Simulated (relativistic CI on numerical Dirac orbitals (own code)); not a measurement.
## Ligand-field terms of d8

Computed with a parametric ligand-field model of a d^n configuration (Racah B and C, spin-orbit zeta, crystal field), exact diagonalisation.

Field parameters in Wybourne normalisation: Oh B⁴₀ = 21Dq, B⁴₄ = √(5/14) B⁴₀; Td as Oh with Dq negative (B⁴₀ = 21Dq, B⁴₄ = √(5/14) B⁴₀). The field is a parameter set, without covalency.

Question: Lowest levels for B = 550, C = 2480, ζ = 300 cm⁻¹, Td, 10Dq = -5950 cm⁻¹?

Answer: A1 0 (S 1.00), T1 200 (S 1.00), E 581 (S 1.00), T2 616 (S 1.00), T1 5589 (S 1.00), E 5614 (S 1.00), T2 5666 (S 0.99), A2 5802 (S 1.00), T2 9026 (S 0.04) cm⁻¹, with S from ⟨S²⟩ = S(S + 1). The ground level has 3.92 electrons in the cubic e pair.

Question: Lowest levels for B = 970, C = 5010, ζ = 710 cm⁻¹, Oh, 10Dq = 39200 cm⁻¹?

Answer: T2 0 (S 1.00), E 17613 (S 0.00), A1 32263 (S 0.01), E 39020 (S 1.00), T1 39024 (S 1.00), T2 39395 (S 1.00), A2 39589 (S 1.00), T2 49762 (S 1.00), E 49814 (S 1.00) cm⁻¹, with S from ⟨S²⟩ = S(S + 1). The ground level has 2.00 electrons in the cubic e pair.

Question: Lowest levels for B = 900, C = 4360, ζ = 230 cm⁻¹, Td, 10Dq = -10450 cm⁻¹?

Answer: A1 0 (S 1.00), T1 158 (S 1.00), E 466 (S 1.00), T2 477 (S 1.00), T1 9479 (S 1.00), E 9487 (S 1.00), T2 9569 (S 1.00), A2 9648 (S 1.00), T2 14983 (S 0.01) cm⁻¹, with S from ⟨S²⟩ = S(S + 1). The ground level has 3.93 electrons in the cubic e pair.

Question: Lowest levels for B = 470, C = 1840, ζ = 570 cm⁻¹, Oh, 10Dq = 21550 cm⁻¹?

Answer: T2 0 (S 1.00), E 7360 (S 0.01), A1 13873 (S 0.01), E 21395 (S 1.00), T1 21405 (S 1.00), T2 21708 (S 1.00), A2 21876 (S 1.00), T2 26719 (S 0.99), E 26793 (S 1.00) cm⁻¹, with S from ⟨S²⟩ = S(S + 1). The ground level has 2.00 electrons in the cubic e pair.

Question: Lowest levels for B = 300, C = 1090, ζ = 3700 cm⁻¹, Oh, 10Dq = 21450 cm⁻¹?

Answer: T2 0 (S 0.99), E 4227 (S 0.15), A1 8465 (S 0.17), E 19636 (S 0.99), T1 19900 (S 0.93), T2 21332 (S 0.84), A2 24910 (S 1.00), T2 26416 (S 0.91), T1 27402 (S 0.94) cm⁻¹, with S from ⟨S²⟩ = S(S + 1). The ground level has 2.06 electrons in the cubic e pair.
